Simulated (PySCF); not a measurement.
singlet silylene (H$_{2}$Si), singlet, geometry from GFN2-xTB. Base run: PBE0/cc-pVDZ (PySCF).

Here is a job for PySCF.
```python
from pyscf import gto, scf, dft

mol = gto.Mole()
mol.atom = '''
    Si   -0.006668   -0.002780    0.122759
    H     0.047787    1.131724   -0.834069
    H     0.045568   -1.092808   -0.884561
'''
mol.basis = 'cc-pvdz'
mol.charge = 0
mol.spin = 0
mol.verbose = 4
mol.build()

mf = dft.RKS(mol)
mf.xc = 'pbe0'
mf.kernel()
mf.analyze()
```

Each row names what was changed in the base input (with any setting that the change needs).

```tsv
change	ΔE vs base (mEh)	SCF cycles
base	0.000	7
diis = off; damp = 0.3 (with mf.diis_start_cycle = 200; with mf.max_cycle = 150)	0.000	9
conv_tol = 1e-11	0.000	8
init_guess = 1e	0.000	8
conv_tol_grad = 1e-3	0.000	7
diis_space = 4	0.000	7
conv_tol = 1e-12	0.000	8
conv_tol = 1e-6	0.000	5
conv_tol = 1e-4	0.000	4
diis_space = 20	0.000	7
diis = off (with mf.max_cycle = 100)	0.000	15
damp = 0.5; diis_start_cycle = 5	0.000	8
conv_tol = 1e-7	0.000	5
```
